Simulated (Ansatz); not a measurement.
```xyz
2

F     0.0000    0.0000    0.0000
H     0.0000    0.0000    1.3036
```

Basis set: cc-pVDZ (spherical functions). Frozen core: 1 orbital. Charge 0, multiplicity 1.

Computed with Ansatz (development build ahead of 0.2.0); each method stands on the lowest determinant of its kind that the runs found.

**Question.** Give the atomization energy at this shape (free ground-state atoms in the same class of orbitals less the molecule, no zero-point energy) of singlet HF by UHF-CCSD(T), UHF-MP2, UHF.

**Answer.**

```tsv
method	atomization energy
UHF-CCSD(T)	81.06 kcal/mol
UHF-MP2	79.98 kcal/mol
UHF	34.20 kcal/mol
```

Caution for UHF-CCSD(T), UHF-MP2: bonds are stretched, where a single reference can fail.
